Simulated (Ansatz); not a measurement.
The molecule BeP, multiplicity 4 (lowest of 2S+1 = 2, 4 at CCSD(T)/def2-TZVPP on PBE0 minima; our sources give no spin for the ground state, which may be another).

D_e counts from the fitted minimum to each atom's lowest state at the same level, without counterpoise.

Correlated levels freeze the inner cores; with def2 sets outer-core shells near the valence are correlated too.

Run with Ansatz (a program for electronic structure) with Gaussian orbitals. Values without a source in brackets are computed.

PBE/def2-TZVPP gives 163.6 kJ/mol for the bond energy D_e.

Problem. Predict the shift from PBE, with its sign, for: r2SCAN/def2-TZVPP, PBE0/def2-TZVPP, wB97M-V/def2-TZVPP, B2PLYP/def2-TZVPP, CCSD(T)/def2-QZVPP.

Solution. r2SCAN/def2-TZVPP 4.2; PBE0/def2-TZVPP -6.8; wB97M-V/def2-TZVPP -37.7; B2PLYP/def2-TZVPP -32.1; CCSD(T)/def2-QZVPP -55.2 kJ/mol. 1 of 5 lie above PBE; the widest gap is to CCSD(T)/def2-QZVPP.
